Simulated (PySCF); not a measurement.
# Selenium: a sound run and one with changed settings

Sound run: Se⁺ [Ar] 3d10 4s2 4p3, Se²⁺ [Ar] 3d10 4s2 4p2. Computed with PySCF 2.14 in aug-cc-pVDZ-DK, with scalar relativity by spin-free X2C-1e. In the sound run the correlated levels freeze [Ar] 3d10. The sound run starts from symmetry-adapted Hartree-Fock orbitals and uses a fine grid where one is needed.

Changed run: all electrons correlated in a basis built for the valence shell.

```csv
species,method,sound run (hartree),changed run (hartree),converged
Se⁺,MP2,-2427.70519,-2427.73228,yes
Se²⁺,MP2,-2426.92590,-2426.95152,yes
```

Ionisation energy of Se⁺:

```csv
method,sound run (eV),changed run (eV)
UHF,20.841,20.841
MP2,21.206,21.246
SCS-MP2,21.078,21.102
```

A valence basis has no tight correlating functions, so it recovers only part of the core correlation, and not evenly between atom and ion.

For comparison, NIST gives 21.196 ± 0.01 eV between the lowest levels.
